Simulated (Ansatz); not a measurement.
Steps of a relaxation of C₂H₄F₂Si with RKS PBE-D4/def2-SVP.

```sh
$ ansatz run in.yaml --threads 2 --pin off --events-out ev --progress --plain --max-ram 4352MiB
```

```yaml
crystal:
  periodic: [false, false, false]
  atoms:
    - {symbol: F, position_ang: [0.770200, 0.913500, -1.832900]}
    - {symbol: Si, position_ang: [0.524100, 1.077800, -0.257700]}
    - {symbol: F, position_ang: [1.895300, 0.914200, 0.493900]}
    - {symbol: C, position_ang: [-0.748900, 0.192600, 0.414800]}
    - {symbol: C, position_ang: [-0.179300, -1.094200, 0.046900]}
    - {symbol: H, position_ang: [-0.998700, 0.347200, 1.484200]}
    - {symbol: H, position_ang: [-1.762600, 0.363600, -0.052800]}
    - {symbol: H, position_ang: [-0.101900, -1.364800, -0.987200]}
    - {symbol: H, position_ang: [0.690300, -1.396300, 0.673800]}
basis:
  gaussian: {orbitals: def2-SVP}
hamiltonian: {xc: pbe, dispersion: d4}
relax: {f_tol: 0.03, max_steps: 200}
```

Positions (Å) and forces (eV/Å) along the path, 13 of 13 steps:

```xyz
9
step=1 energy=-15430.0578 eV
F     0.770    0.913   -1.833    0.308   -0.016   -1.315
Si    0.524    1.078   -0.258    1.537    3.047   -1.762
F     1.895    0.914    0.494    2.401   -0.121    1.058
C    -0.749    0.193    0.415   -6.191   -3.175    1.884
C    -0.179   -1.094    0.047    1.144    0.499    1.447
H    -0.999    0.347    1.484    0.592    0.160    0.073
H    -1.763    0.364   -0.053    0.696    0.293   -0.136
H    -0.102   -1.365   -0.987   -0.172   -0.414   -1.019
H     0.690   -1.396    0.674   -0.314   -0.274   -0.231
9
step=2 energy=-15430.6405 eV
F     0.799    1.000   -1.859    0.196   -0.122   -0.680
Si    0.543    1.108   -0.264    0.691    1.862   -0.849
F     1.946    0.970    0.491    1.331   -0.150    0.539
C    -0.798    0.168    0.418   -3.056   -2.398    1.083
C    -0.150   -1.093    0.066    0.420    0.557    0.102
H    -0.990    0.343    1.497    0.375    0.191   -0.051
H    -1.773    0.374   -0.088    0.424    0.082   -0.090
H    -0.173   -1.456   -0.974   -0.110   -0.024    0.046
H     0.685   -1.462    0.695   -0.270    0.002   -0.099
9
step=3 energy=-15431.2025 eV
F     0.786    0.916   -1.834   -0.023    0.054    0.052
Si    0.521    1.306   -0.242    1.010    0.801   -0.377
F     1.968    0.884    0.476   -0.280    0.095   -0.094
C    -0.878    0.086    0.443    0.579   -2.155   -0.268
C    -0.120   -1.084    0.052   -1.213    1.400    0.652
H    -0.940    0.379    1.500    0.010   -0.112    0.201
H    -1.777    0.356   -0.126   -0.104    0.058   -0.170
H    -0.151   -1.426   -0.990   -0.029   -0.090   -0.017
H     0.679   -1.462    0.703    0.049   -0.051    0.022
9
step=4 energy=-15431.4040 eV
F     0.806    0.930   -1.833   -0.197    0.418    0.644
Si    0.552    1.503   -0.259    1.528   -0.487   -0.541
F     1.982    0.904    0.457   -0.899    0.512   -0.336
C    -0.869    0.021    0.438   -0.165   -0.723    0.222
C    -0.141   -1.087    0.065   -0.385    0.313    0.184
H    -0.908    0.318    1.496    0.024    0.098    0.147
H    -1.735    0.327   -0.159   -0.187    0.164   -0.186
H    -0.221   -1.467   -0.960    0.119   -0.159   -0.103
H     0.622   -1.494    0.738    0.162   -0.136   -0.031
9
step=5 energy=-15431.3869 eV rejected
F     0.905    1.073   -1.888   -0.201   -0.029    0.706
Si    0.601    1.474   -0.281    0.992    0.493   -0.441
F     2.073    1.046    0.421   -0.719   -0.008   -0.275
C    -0.887   -0.027    0.448   -1.415    1.214    0.731
C    -0.188   -1.102    0.091    1.013   -2.111   -0.841
H    -0.930    0.260    1.510    0.084    0.301    0.023
H    -1.741    0.307   -0.163   -0.032    0.129   -0.015
H    -0.316   -1.550   -0.916    0.244    0.093    0.216
H     0.572   -1.530    0.763    0.035   -0.081   -0.103
9
step=6 energy=-15431.4995 eV
F     0.851    1.002   -1.855   -0.184    0.260    0.680
Si    0.599    1.546   -0.275    1.161   -0.280   -0.513
F     2.026    0.966    0.433   -0.770    0.306   -0.289
C    -0.920   -0.048    0.460   -0.371    0.261    0.335
C    -0.178   -1.117    0.084    0.172   -0.339   -0.202
H    -0.899    0.317    1.506   -0.095   -0.053   -0.137
H    -1.743    0.324   -0.175   -0.016   -0.001    0.078
H    -0.247   -1.514   -0.941    0.046   -0.062    0.047
H     0.600   -1.522    0.745    0.057   -0.093    0.001
9
step=7 energy=-15431.5584 eV
F     0.877    0.999   -1.872    0.028    0.005    0.138
Si    0.682    1.574   -0.323    0.059    0.200   -0.089
F     2.035    0.964    0.421   -0.017   -0.014   -0.069
C    -0.962   -0.069    0.489   -0.135   -0.095    0.019
C    -0.177   -1.101    0.082   -0.070   -0.036    0.105
H    -0.959    0.284    1.539    0.046   -0.026   -0.167
H    -1.788    0.308   -0.145    0.109   -0.026    0.075
H    -0.229   -1.495   -0.945   -0.005    0.014    0.004
H     0.609   -1.509    0.737   -0.014   -0.020   -0.015
9
step=8 energy=-15431.5740 eV
F     0.912    1.030   -1.875   -0.012   -0.003    0.047
Si    0.709    1.618   -0.336    0.031    0.162   -0.078
F     2.059    0.998    0.397    0.027   -0.028    0.016
C    -0.986   -0.099    0.500   -0.027   -0.020   -0.034
C    -0.188   -1.114    0.087   -0.114   -0.065    0.124
H    -0.963    0.274    1.541    0.016   -0.040   -0.101
H    -1.797    0.295   -0.141    0.062   -0.039    0.060
H    -0.247   -1.518   -0.935    0.002    0.029   -0.028
H     0.590   -1.532    0.744    0.015    0.004   -0.005
9
step=9 energy=-15431.5778 eV
F     0.933    1.058   -1.876   -0.043    0.138    0.133
Si    0.771    1.735   -0.366    0.217   -0.300   -0.107
F     2.077    1.032    0.385   -0.133    0.141   -0.043
C    -1.000   -0.135    0.505   -0.471    0.437    0.163
C    -0.220   -1.148    0.102    0.399   -0.364   -0.165
H    -0.964    0.247    1.540    0.016    0.015   -0.028
H    -1.796    0.274   -0.142    0.035   -0.026    0.051
H    -0.278   -1.551   -0.922   -0.001   -0.001    0.000
H     0.565   -1.560    0.756   -0.018   -0.040   -0.002
9
step=10 energy=-15431.5849 eV
F     0.979    1.079   -1.890   -0.062    0.027   -0.022
Si    0.784    1.716   -0.374    0.099   -0.067   -0.026
F     2.116    1.057    0.358   -0.043    0.036    0.050
C    -1.032   -0.148    0.522    0.058   -0.071   -0.119
C    -0.222   -1.145    0.101   -0.041    0.094    0.138
H    -0.992    0.240    1.552    0.017   -0.011    0.064
H    -1.832    0.257   -0.119   -0.013   -0.001   -0.023
H    -0.273   -1.542   -0.923   -0.029   -0.008   -0.067
H     0.561   -1.561    0.756    0.015    0.000    0.005
9
step=11 energy=-15431.5854 eV
F     0.978    1.067   -1.891   -0.050    0.021   -0.027
Si    0.791    1.712   -0.378    0.079   -0.051   -0.013
F     2.116    1.047    0.360   -0.035    0.032    0.042
C    -1.038   -0.149    0.525    0.076   -0.077   -0.100
C    -0.219   -1.137    0.101   -0.064    0.090    0.118
H    -0.999    0.236    1.556    0.009   -0.004    0.058
H    -1.839    0.253   -0.116   -0.017    0.005   -0.023
H    -0.268   -1.528   -0.926   -0.018   -0.014   -0.057
H     0.567   -1.549    0.753    0.018   -0.003    0.004
9
step=12 energy=-15431.5862 eV
F     0.967    1.062   -1.894   -0.016    0.015    0.028
Si    0.788    1.702   -0.376    0.059   -0.028   -0.014
F     2.112    1.041    0.370   -0.048    0.021   -0.012
C    -1.030   -0.141    0.520   -0.037   -0.020   -0.009
C    -0.220   -1.137    0.102    0.042    0.034    0.011
H    -0.995    0.238    1.555    0.011    0.013    0.010
H    -1.834    0.257   -0.121    0.003    0.008   -0.002
H    -0.271   -1.526   -0.926   -0.008   -0.020   -0.012
H     0.571   -1.543    0.753   -0.006   -0.023    0.000
9
step=13 energy=-15431.5867 eV
F     0.964    1.069   -1.893    0.000    0.001    0.001
Si    0.791    1.711   -0.377    0.001    0.000   -0.001
F     2.108    1.046    0.373   -0.001    0.001   -0.001
C    -1.029   -0.143    0.519    0.008   -0.006   -0.004
C    -0.220   -1.140    0.103   -0.005    0.007    0.003
H    -0.988    0.241    1.552   -0.003    0.002   -0.001
H    -1.829    0.259   -0.125   -0.001    0.002    0.003
H    -0.276   -1.536   -0.924    0.001   -0.003    0.000
H     0.566   -1.554    0.755    0.000   -0.003   -0.001
```

Hardware: 2 threads of an Arm Neoverse V2 on a shared host. Wall time 19 s, peak host memory 0.12 GiB.
